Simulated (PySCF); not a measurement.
Cl₂OTi, charge -1, doublet, at a GFN2-xTB geometry (such geometries of metal compounds can be far from the true shape) (the multiplicity is a formal guess).

Here is a job for PySCF.
```python
from pyscf import gto, scf, dft, solvent

mol = gto.M(
    atom='''
Ti   -0.238088    0.181788   -0.170106
Cl    1.702536   -0.103713   -1.113709
Cl   -0.760536   -0.615537    1.786738
O    -1.347009    1.028489   -0.962395
''',
    basis='6-31g',
    charge=-1,
    spin=1,
    verbose=4,
)

mf = dft.UKS(mol)
mf.xc = 'b3lyp'
mf.kernel()
mf.analyze()
```

Task: Estimate the <S^2> that B3LYP/6-31G (PySCF) returns for this input.

Result: 0.754

Task: Predict the HOMO energy from B3LYP/6-31G.

Result: -0.07 eV

Task: Give the nuclear repulsion energy at the level B3LYP/6-31G.

Result: 323.9276 Eh

Task: What is the computed total energy (B3LYP/6-31G)?

Result: -1845.2475 Eh

Task: Predict the number of basis functions from B3LYP/6-31G.

Result: 62

These values belong to the state on which the SCF converged, which isn't shown to be the lowest.
